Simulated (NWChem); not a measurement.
Species: C$_{4}$H$_{7}$F; SMILES C/C=C(\C)F

Problem. Give the equilibrium geometry at PBE0/def2-SVP (NWChem) as an XYZ file, with the point group.

Solution. point group Cs; any orientation.
```
12

C      0.0302     2.0567     0.0000
C      0.6806     0.7141     0.0000
C      0.0723    -0.4736     0.0000
C     -1.3744    -0.8101     0.0000
F      0.8340    -1.5832     0.0000
H      0.3325     2.6438     0.8834
H     -1.0672     1.9994     0.0000
H      0.3325     2.6438    -0.8834
H      1.7754     0.6818     0.0000
H     -1.6225    -1.4164     0.8861
H     -1.6225    -1.4164    -0.8861
H     -2.0058     0.0861     0.0000
```
